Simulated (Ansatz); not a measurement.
The cluster GaAs₂, relaxed as a doublet with UKS r2SCAN-D4/def2-TZVP in Ansatz, starting from the GFN2-xTB geometry. Force threshold 0.02 eV/Å.

The relaxation made no stability test and no search for a lower SCF solution. Another isomer (doublet) lies 0.56 eV lower at PBE0-D4/def2-TZVP; other spin states weren't run for this one.

Start:

```xyz
3

Ga   -0.7418    1.0110   -0.1662
As    0.2943   -0.3609    1.3908
As    0.4475   -0.6501   -1.2246
```

(1) Estimate the energy that the relaxation releases and the steps that it takes.

(2) Does the start keep its bonding and symmetry?

(3) Predict the relaxed structure.

## Answers

(1) 0.43 eV, in 4 steps; 27 s on 4 threads of Arm Neoverse V1 on a shared host. No frequencies were taken in this run, so the end may be a saddle point.

(2) By distances, no bond broke or formed. The bond that changes most is As2–As3, from 2.64 to 2.35 Å (atoms count from 1). Point group Cs at the start, Cs at the end, both within 0.05 Å.

(3) 
```xyz
3

Ga   -0.8136    1.1090   -0.1764
As    0.3357   -0.4218    1.2557
As    0.4778   -0.6872   -1.0792
```
Bond lengths: 2 × As–Ga 2.39 Å; 1 × As–As 2.35 Å.
